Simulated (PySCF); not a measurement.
# Checking a proposed structure

A compound C$_{5}$H$_{10}$OSi$_{3}$ gives the data below (simulated from a calculation) and was assigned the structure `C#C[Si](C#C)(O[SiH3])[SiH2]C`.

13C{1H} NMR (computed): δ 105.9 (CH), 104.8 (CH), 90.4 (C), 87.9 (C), -5.8 (CH3).

1H NMR (600 MHz, computed): δ 5.62 (m, 1H), 5.17 (s, 3H), 4.75 (m, 1H), 2.18 (d, 1H), 2.04 (d, 1H), 0.25 (d, 3H).

Calculated, not measured (PySCF 2.14): σ from GIAO-PBE0/pcSseg-1, GFN2-xTB geometry. No solvent model, averaged over atoms made equivalent by symmetry, fast rotation or ring inversion, single conformer, non-relativistic.

Chemical shifts δ = σref − σ; 1H (31.72 ppm) and 13C (186.93 ppm) against TMS, all at this level.

(1) Compare with the shifts computed for the proposed structure, pairing carbons in order of shift.

(2) Which isomer fits?

## Answers

(1) Atom-mapped SMILES (the numbers label the heavy atoms): `[CH:1]#[C:2][Si:3]([C:4]#[CH:5])([O:6][SiH3:7])[SiH2:8][CH3:9]` (H(Xn): hydrogen on atom n).

```
atom  computed for proposal  given list  difference
  C1                  101.8       105.9        -4.1
  C5                  101.8       104.8        -3.0
  C2                   90.7        90.4        +0.3
  C4                   90.7        87.9        +2.8
  C9                  -11.4        -5.8        -5.6
```

The rms difference is 3.6 ppm and the largest -5.6 ppm at C9 (methyl carbon bonded to Si). The proposal also would give 3 carbon signals, not 5. The proposal doesn't fit.

(2) `C#C[Si@@H](C)[Si@H](C#C)O[SiH3]`.

1. Carbon types of the structure: 2 × C, 2 × CH, 1 × CH3, leaving 5 H on heteroatoms.
2. δC 105.9, 104.8: terminal alkyne carbon.
3. δC 90.4, 87.9: alkyne carbon; sp carbons lie upfield of alkene carbons because the cylindrical π system leaves one tensor component strongly shielded.
4. δH 2.18, 2.04: hydrogen on a terminal alkyne carbon; it lies on the axis of the triple bond, in its shielding cone.
5. δH 0.25: hydrogen on a methyl carbon bonded to Si; an electropositive neighbour shields it, as in TMS itself.

Other isomers checked: C#C[Si@@H](O[SiH3])[SiH2]C#CC (rms 9.0 ppm).

The data come from this structure; uniqueness wasn't tested.

Shifts are as computed. Against solution values, carbons near 30 ppm lie about +3 ppm off and those near 130 ppm about +5 ppm. Of 1211 compounds with measured shifts, 218 miss one by over three times the rms of a fit or turn the order of signals round; such compounds aren't used in these exercises. Multiplicities follow the n + 1 count of equivalent neighbours, as no J values were calculated; m marks all less simple cases, F and P coupling included.
